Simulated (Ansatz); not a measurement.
# Loss of CH4: C3H5Cl2Ga → C2HCl2Ga + CH4

Species: C3H5Cl2Ga `C=C[CH2][Ga]([Cl])[Cl]`, singlet; C2HCl2Ga `C#[C][Ga]([Cl])[Cl]`, singlet; CH4 (methane) `C`, singlet. This is a balance of energies; it says nothing on the path, which may need atoms to shift.

Shapes, held fixed at every level: PBE0-D4/def2-TZVP. Flexible molecules stand in one conformer, not always the lowest. Programs: Ansatz 0.2.0. Electronic energies: no zero-point or thermal term.

| level | kind | ΔE (kJ/mol) |
| --- | --- | --- |
| HF/def2-SVP | Hartree–Fock | +95.0 |
| PBE-D4/def2-TZVPP | GGA | +136.0 |
| B3LYP-D4/def2-TZVPP | global hybrid | +118.2 |
| BHLYP-D4/def2-TZVPP | global hybrid | +122.8 |
| MP2/def2-SVP | perturbation theory | +106.8 |
| CCSD(T)/def2-SVP | coupled cluster or CI | +111.9 |
| MP2/def2-TZVPP | perturbation theory | +103.8 |

MP2/def2-TZVPP gives ΔE = +103.8 kJ/mol; the levels span +95.0 to +136.0. The median of the levels is +111.9. No measured value is set beside it here. Relativity is left out for Ga. Outer-core shells of Ga are correlated, in sets that cover them unevenly.
